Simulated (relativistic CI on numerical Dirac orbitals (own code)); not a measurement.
**What each ingredient does to the levels of Zn13+**

Base calculation: Dirac-Coulomb-Breit CI, separate exchange-only KLI orbitals for each configuration, a model potential for QED, unscaled Slater integrals.

Configurations in the expansion (outside the closed core [Ne]): 3s²3p⁵, 3s3p⁶, 3s²3p⁴3d, 3s3p⁵3d, 3p⁶3d, 3s3p⁴3d², 3s²3p⁴4s, 3s²3p³3d4p, 3s²3p⁴4p, 3p⁶4s, 3p⁶4p, 3s3p⁴3d4s, 3s²3p⁴4d, 3s3p⁵4s, 3s²3p⁴4f, 3s3p⁵4p, 3p⁵3d4p, 3s3p⁵4d, 3s²3p⁴5s, 3s²3p⁴5p, 3s3p⁵4f, 3s²3p⁴5d, 3s²3p³4s4p, 3s²3p⁴5f, 3s²3p⁴5g, 3s3p⁴4s², 3s3p⁵5s, 3s²3p⁴6s, 3s²3p⁴6p, 3s²3p³3d², 3s²3p²3d³, 3s3p³3d³, 3s²3p²3d²4s, 3s²3p²3d²4p, 3s²3p²3d²4d, 3p⁵3d², 3p⁴3d³, 3p⁴3d²4s, 3p⁴3d²4p, 3p⁴3d²4d, 3s²3p³3d4s, 3s3p³3d²4s, 3s²3p²3d4s², 3s²3p²3d4s4p, 3s²3p²3d4s4d, 3p⁵3d4s, 3p⁴3d4s², 3p⁴3d4s4p, 3p⁴3d4s4d, 3s²3p³4s², 3s3p³3d4s², 3s²3p²4s²4p, 3s²3p²4s²4d, 3s²3p³4p², 3s²3p²3d4p², 3s3p³3d4p², 3s²3p²4s4p², 3s²3p²4p³, 3s²3p²4p²4d. Double excitations out of closed p, d and f shells are left out; levels of such configurations are missing from the list, as are those of other unlisted configurations, and high levels can miss mixing partners. These lack a partner that the ground configuration has and come out too high: 3s²3p⁴4f, 3s3p⁵4p, 3s3p⁵4d, 3s²3p⁴5s, 3s²3p⁴5p.

The lowest level and the first level of each name with at least 55 % of one term (blank where a level has no safe partner in the second run):

```csv
Level,Base (cm⁻¹),Shift (cm⁻¹)
3s²3p⁵ ²P°3/2,0,0
3s²3p⁵ ²P°1/2,34130,+465
3s3p⁶ ²S1/2,389746,-10840
3s²3p⁴3d ⁴D5/2,512865,-11805
3s²3p⁴3d ⁴D7/2,514283,-11928
3s²3p⁴3d ⁴D3/2,515161,-11681
3s²3p⁴3d ⁴D1/2,519326,-11510
3s²3p⁴3d ⁴F9/2,551091,-14187
3s²3p⁴3d ²P1/2,557086,-8654
3s²3p⁴3d ⁴F7/2,560593,-13721
3s²3p⁴3d ⁴F5/2,570668,-13756
3s²3p⁴3d ⁴P1/2,575500,-11582
3s²3p⁴3d ⁴P5/2,589670,-10984
3s²3p⁴3d ⁴P3/2,589698,-10440
```

At this charge energies of transitions that change n are usually good to better than 1 %, and those within a shell (Δn = 0) to a few per cent.

Question: One thing was changed in a second run, which moved the levels as shown. Which?
A. only the first 3 configurations
B. Breit term removed
C. one mean potential for all configurations
D. P86 correlation estimate
E. QED terms removed

Answer: A. Only the first 3 configurations. With fewer configurations the levels that remain lose their mixing partners.

LS names give the leading component of a level, which can be under half, so a name can repeat, a term be missing and a line seem to break the LS rules.
